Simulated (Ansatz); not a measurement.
Method: Ansatz (an electronic-structure program) with PBE0-D4/def2-TZVP. No frequencies were computed at this level.

Ansatz 0.2 input:
```yaml
crystal:
  periodic: [false, false, false]
  atoms:
    - { symbol: O, position_ang: [-1.666159, -1.037208, 0.054949] }
    - { symbol: Si, position_ang: [-0.697159, 0.336182, -0.316963] }
    - { symbol: Al, position_ang: [1.565924, -0.11316, 0.069662] }
    - { symbol: H, position_ang: [-1.906984, -0.992701, 1.001816] }
    - { symbol: H, position_ang: [-0.982514, 0.658659, -1.716123] }
    - { symbol: H, position_ang: [-1.095628, 1.506553, 0.501448] }
    - { symbol: H, position_ang: [2.548248, -0.712497, -1.056556] }
    - { symbol: H, position_ang: [2.234272, 0.354172, 1.461766] }
basis:
  gaussian: { orbitals: def2-tzvp }
hamiltonian:
  xc: pbe0
  dispersion: d4
relax:
  max_steps: 150
```

Output:

```
[...]
reference -16595.85061792 eV, -609.8862611368 hartree; 20, 20 occupied and 115, 115 virtual orbitals, 918 factors
relax step   2: F+E_penalty+E_count = -16595.96013321 eV  Δ(F+E_penalty+E_count) = -1.468e-1 eV  max|allowed force component| = 7.864e-1 eV/Å  Δτ_max = 0.1136 Å  (28 SCF iters, accepted)
these checks for a lower state are left out or cut short: starts, cluster_reference, orbital_swaps, neighbouring_geometries, increment
918 factors; their error is unknown
mean field -16595.86946336 eV, -609.8869536940 hartree, gradient 1.7e-5 eV, S^2 0.000000; 0 other end points of the search recorded, 0 dependent functions left out
reference -16595.86949920 eV, -609.8869550111 hartree; 20, 20 occupied and 115, 115 virtual orbitals, 918 factors
relax step   3: F+E_penalty+E_count = -16595.97948620 eV  Δ(F+E_penalty+E_count) = -1.935e-2 eV  max|allowed force component| = 3.305e-1 eV/Å  Δτ_max = 0.0720 Å  (27 SCF iters, accepted)
these checks for a lower state are left out or cut short: starts, cluster_reference, orbital_swaps, neighbouring_geometries, increment
918 factors; their error is unknown
mean field evaluation 32: about -16595.8736 eV, gradient 1.9e-1 eV
mean field -16595.87360680 eV, -609.8871059629 hartree, gradient 9.8e-6 eV, S^2 0.000000; 0 other end points of the search recorded, 0 dependent functions left out
reference -16595.87364261 eV, -609.8871072787 hartree; 20, 20 occupied and 115, 115 virtual orbitals, 918 factors
relax step   4: F+E_penalty+E_count = -16595.98373799 eV  Δ(F+E_penalty+E_count) = -4.252e-3 eV  max|allowed force component| = 2.327e-1 eV/Å  Δτ_max = 0.0382 Å  (30 SCF iters, accepted)
these checks for a lower state are left out or cut short: starts, cluster_reference, orbital_swaps, neighbouring_geometries, increment
918 factors; their error is unknown
mean field -16595.88346345 eV, -609.8874681880 hartree, gradient 9.7e-6 eV, S^2 0.000000; 0 other end points of the search recorded, 0 dependent functions left out
reference -16595.88349917 eV, -609.8874695008 hartree; 20, 20 occupied and 115, 115 virtual orbitals, 918 factors
relax step   5: F+E_penalty+E_count = -16595.99340912 eV  Δ(F+E_penalty+E_count) = -9.671e-3 eV  max|allowed force component| = 5.227e-2 eV/Å  Δτ_max = 0.0613 Å  (28 SCF iters, accepted)
these checks for a lower state are left out or cut short: starts, cluster_reference, orbital_swaps, neighbouring_geometries, increment
918 factors; their error is unknown
mean field -16595.88492507 eV, -609.8875219014 hartree, gradient 9.5e-6 eV, S^2 0.000000; 0 other end points of the search recorded, 0 dependent functions left out
reference -16595.88496079 eV, -609.8875232143 hartree; 20, 20 occupied and 115, 115 virtual orbitals, 918 factors
relax step   6: F+E_penalty+E_count = -16595.99483143 eV  Δ(F+E_penalty+E_count) = -1.422e-3 eV  max|allowed force component| = 4.388e-2 eV/Å  Δτ_max = 0.0455 Å  (29 SCF iters, accepted)
these checks for a lower state are left out or cut short: starts, cluster_reference, orbital_swaps, neighbouring_geometries, increment
918 factors; their error is unknown
mean field -16595.88685733 eV, -609.8875929109 hartree, gradient 1.1e-5 eV, S^2 0.000000; 0 other end points of the search recorded, 0 dependent functions left out
reference -16595.88689308 eV, -609.8875942245 hartree; 20, 20 occupied and 115, 115 virtual orbitals, 918 factors
relax step   7: F+E_penalty+E_count = -16595.99668350 eV  Δ(F+E_penalty+E_count) = -1.852e-3 eV  max|allowed force component| = 9.800e-2 eV/Å  Δτ_max = 0.0912 Å  (27 SCF iters, accepted)
these checks for a lower state are left out or cut short: starts, cluster_reference, orbital_swaps, neighbouring_geometries, increment
918 factors; their error is unknown
mean field evaluation 64: about -16595.8892 eV, gradient 1.3e-5 eV
mean field -16595.88919338 eV, -609.8876787589 hartree, gradient 1.3e-5 eV, S^2 0.000000; 0 other end points of the search recorded, 0 dependent functions left out
reference -16595.88922919 eV, -609.8876800748 hartree; 20, 20 occupied and 115, 115 virtual orbitals, 918 factors
relax step   8: F+E_penalty+E_count = -16595.99900476 eV  Δ(F+E_penalty+E_count) = -2.321e-3 eV  max|allowed force component| = 1.466e-1 eV/Å  Δτ_max = 0.1087 Å  (28 SCF iters, accepted)
these checks for a lower state are left out or cut short: starts, cluster_reference, orbital_swaps, neighbouring_geometries, increment
918 factors; their error is unknown
mean field -16595.89239683 eV, -609.8877964836 hartree, gradient 1.4e-5 eV, S^2 0.000000; 0 other end points of the search recorded, 0 dependent functions left out
reference -16595.89243275 eV, -609.8877978035 hartree; 20, 20 occupied and 115, 115 virtual orbitals, 918 factors
relax step   9: F+E_penalty+E_count = -16596.00216374 eV  Δ(F+E_penalty+E_count) = -3.159e-3 eV  max|allowed force component| = 2.495e-1 eV/Å  Δτ_max = 0.1160 Å  (28 SCF iters, accepted)
these checks for a lower state are left out or cut short: starts, cluster_reference, orbital_swaps, neighbouring_geometries, increment
918 factors; their error is unknown
mean field -16595.89429929 eV, -609.8878663978 hartree, gradient 2.6e-5 eV, S^2 0.000000; 0 other end points of the search recorded, 0 dependent functions left out
reference -16595.89433528 eV, -609.8878677204 hartree; 20, 20 occupied and 115, 115 virtual orbitals, 918 factors
relax step  10: F+E_penalty+E_count = -16596.00423643 eV  Δ(F+E_penalty+E_count) = -2.073e-3 eV  max|allowed force component| = 3.003e-1 eV/Å  Δτ_max = 0.1763 Å  (28 SCF iters, accepted)
these checks for a lower state are left out or cut short: starts, cluster_reference, orbital_swaps, neighbouring_geometries, increment
918 factors; their error is unknown
mean field -16595.90311709 eV, -609.8881904457 hartree, gradient 1.1e-5 eV, S^2 0.000000; 0 other end points of the search recorded, 0 dependent functions left out
reference -16595.90315318 eV, -609.8881917721 hartree; 20, 20 occupied and 115, 115 virtual orbitals, 918 factors
relax step  11: F+E_penalty+E_count = -16596.01296798 eV  Δ(F+E_penalty+E_count) = -8.732e-3 eV  max|allowed force component| = 2.714e-1 eV/Å  Δτ_max = 0.1004 Å  (28 SCF iters, accepted)
these checks for a lower state are left out or cut short: starts, cluster_reference, orbital_swaps, neighbouring_geometries, increment
918 factors; their error is unknown
mean field -16595.92042475 eV, -609.8888264905 hartree, gradient 8.8e-6 eV, S^2 0.000000; 0 other end points of the search recorded, 0 dependent functions left out
reference -16595.92046098 eV, -609.8888278222 hartree; 20, 20 occupied and 115, 115 virtual orbitals, 918 factors
relax step  12: F+E_penalty+E_count = -16596.03040231 eV  Δ(F+E_penalty+E_count) = -1.743e-2 eV  max|allowed force component| = 5.058e-1 eV/Å  Δτ_max = 0.2000 Å  (33 SCF iters, accepted)
these checks for a lower state are left out or cut short: starts, cluster_reference, orbital_swaps, neighbouring_geometries, increment
918 factors; their error is unknown
mean field evaluation 96: about -16595.9307 eV, gradient 2.1e-1 eV
mean field -16595.93089860 eV, -609.8892113975 hartree, gradient 8.1e-6 eV, S^2 0.000000; 0 other end points of the search recorded, 0 dependent functions left out
reference -16595.93093485 eV, -609.8892127298 hartree; 20, 20 occupied and 115, 115 virtual orbitals, 918 factors
relax step  13: F+E_penalty+E_count = -16596.04094281 eV  Δ(F+E_penalty+E_count) = -1.054e-2 eV  max|allowed force component| = 7.269e-2 eV/Å  Δτ_max = 0.1597 Å  (28 SCF iters, accepted)
these checks for a lower state are left out or cut short: starts, cluster_reference, orbital_swaps, neighbouring_geometries, increment
918 factors; their error is unknown
mean field -16595.92603314 eV, -609.8890325951 hartree, gradient 1.6e-5 eV, S^2 0.000000; 0 other end points of the search recorded, 0 dependent functions left out
reference -16595.92606929 eV, -609.8890339236 hartree; 20, 20 occupied and 115, 115 virtual orbitals, 918 factors
relax step  14: F+E_penalty+E_count = -16596.03606444 eV  Δ(F+E_penalty+E_count) = +4.878e-3 eV  max|allowed force component| = 7.696e-1 eV/Å  Δτ_max = 0.1952 Å  (29 SCF iters, rejected (line search))
these checks for a lower state are left out or cut short: starts, cluster_reference, orbital_swaps, neighbouring_geometries, increment
918 factors; their error is unknown
mean field -16595.93389770 eV, -609.8893216126 hartree, gradient 1.1e-5 eV, S^2 0.000000; 0 other end points of the search recorded, 0 dependent functions left out
reference -16595.93393384 eV, -609.8893229406 hartree; 20, 20 occupied and 115, 115 virtual orbitals, 918 factors
relax step  15: F+E_penalty+E_count = -16596.04412916 eV  Δ(F+E_penalty+E_count) = -3.186e-3 eV  max|allowed force component| = 7.157e-2 eV/Å  Δτ_max = 0.0962 Å  (28 SCF iters, accepted)
these checks for a lower state are left out or cut short: starts, cluster_reference, orbital_swaps, neighbouring_geometries, increment
918 factors; their error is unknown
mean field -16595.93556815 eV, -609.8893830003 hartree, gradient 1.1e-5 eV, S^2 0.000000; 0 other end points of the search recorded, 0 dependent functions left out
reference -16595.93560421 eV, -609.8893843257 hartree; 20, 20 occupied and 115, 115 virtual orbitals, 918 factors
relax step  16: F+E_penalty+E_count = -16596.04585700 eV  Δ(F+E_penalty+E_count) = -1.728e-3 eV  max|allowed force component| = 1.869e-1 eV/Å  Δτ_max = 0.0975 Å  (28 SCF iters, accepted)
these checks for a lower state are left out or cut short: starts, cluster_reference, orbital_swaps, neighbouring_geometries, increment
918 factors; their error is unknown
mean field evaluation 128: about -16595.9366 eV, gradient 8.9e-6 eV
mean field -16595.93664591 eV, -609.8894226072 hartree, gradient 8.9e-6 eV, S^2 0.000000; 0 other end points of the search recorded, 0 dependent functions left out
reference -16595.93668197 eV, -609.8894239323 hartree; 20, 20 occupied and 115, 115 virtual orbitals, 918 factors
relax step  17: F+E_penalty+E_count = -16596.04681805 eV  Δ(F+E_penalty+E_count) = -9.611e-4 eV  max|allowed force component| = 5.560e-2 eV/Å  Δτ_max = 0.0290 Å  (28 SCF iters, accepted)
these checks for a lower state are left out or cut short: starts, cluster_reference, orbital_swaps, neighbouring_geometries, increment
918 factors; their error is unknown
mean field -16595.93745050 eV, -609.8894521754 hartree, gradient 9.0e-6 eV, S^2 0.000000; 0 other end points of the search recorded, 0 dependent functions left out
reference -16595.93748652 eV, -609.8894534993 hartree; 20, 20 occupied and 115, 115 virtual orbitals, 918 factors
relax step  18: F+E_penalty+E_count = -16596.04764825 eV  Δ(F+E_penalty+E_count) = -8.302e-4 eV  max|allowed force component| = 1.225e-2 eV/Å  Δτ_max = 0.0352 Å  (28 SCF iters, accepted)
these checks for a lower state are left out or cut short: starts, cluster_reference, orbital_swaps, neighbouring_geometries, increment
918 factors; their error is unknown
mean field -16595.93769961 eV, -609.8894613300 hartree, gradient 9.1e-6 eV, S^2 0.000000; 0 other end points of the search recorded, 0 dependent functions left out
reference -16595.93773559 eV, -609.8894626523 hartree; 20, 20 occupied and 115, 115 virtual orbitals, 918 factors
relax step  19: F+E_penalty+E_count = -16596.04789375 eV  Δ(F+E_penalty+E_count) = -2.455e-4 eV  max|allowed force component| = 1.786e-2 eV/Å  Δτ_max = 0.0478 Å  (27 SCF iters, accepted)
these checks for a lower state are left out or cut short: starts, cluster_reference, orbital_swaps, neighbouring_geometries, increment
918 factors; their error is unknown
mean field -16595.93769726 eV, -609.8894612437 hartree, gradient 9.0e-6 eV, S^2 0.000000; 0 other end points of the search recorded, 0 dependent functions left out
reference -16595.93773324 eV, -609.8894625661 hartree; 20, 20 occupied and 115, 115 virtual orbitals, 918 factors
relax step  20: F+E_penalty+E_count = -16596.04786014 eV  Δ(F+E_penalty+E_count) = +3.362e-5 eV  max|allowed force component| = 1.707e-2 eV/Å  Δτ_max = 0.0308 Å  (29 SCF iters, rejected (line search))
these checks for a lower state are left out or cut short: starts, cluster_reference, orbital_swaps, neighbouring_geometries, increment
918 factors; their error is unknown
mean field -16595.93775327 eV, -609.8894633019 hartree, gradient 9.0e-6 eV, S^2 0.000000; 0 other end points of the search recorded, 0 dependent functions left out
reference -16595.93778925 eV, -609.8894646242 hartree; 20, 20 occupied and 115, 115 virtual orbitals, 918 factors
relax step  21: F+E_penalty+E_count = -16596.04794149 eV  Δ(F+E_penalty+E_count) = -4.774e-5 eV  max|allowed force component| = 3.464e-3 eV/Å  Δτ_max = 0.0150 Å  (29 SCF iters, accepted)
918 factors; their error is unknown
mean field evaluation 160: about -16579.9819 eV, gradient 9.2e1 eV
mean field -16595.93775327 eV, -609.8894633019 hartree, gradient 4.6e-5 eV, S^2 0.000000; 1 other end points of the search recorded, 0 dependent functions left out
reference -16595.93778925 eV, -609.8894646242 hartree; 20, 20 occupied and 115, 115 virtual orbitals, 918 factors
Total energy: -16596.04797747 eV, -609.8935139667 hartree
Atom 0 at    -1.813087    -0.665724     0.457988 Å, force    -0.001540    -0.000356    -0.000700 eV/Å
Atom 1 at    -0.776958     0.302610    -0.407850 Å, force     0.003065     0.002307    -0.000920 eV/Å
Atom 2 at     1.607297    -0.118040     0.077746 Å, force     0.002867    -0.000911    -0.003065 eV/Å
Atom 3 at    -1.607165    -0.805754     1.382450 Å, force    -0.001345    -0.001548     0.003464 eV/Å
Atom 4 at    -1.104201     0.036632    -1.835735 Å, force     0.000335    -0.000261     0.000486 eV/Å
Atom 5 at    -1.086606     1.750249    -0.175605 Å, force    -0.000230    -0.000500    -0.000291 eV/Å
Atom 6 at     2.752085     0.450139    -0.868563 Å, force    -0.001234     0.000403     0.001284 eV/Å
Atom 7 at     2.028637    -0.950113     1.369568 Å, force    -0.001918     0.000867    -0.000259 eV/Å
Dipole moment:     0.153353     0.013507     0.223766 e Å
```

Cost: very roughly 80 core-seconds.
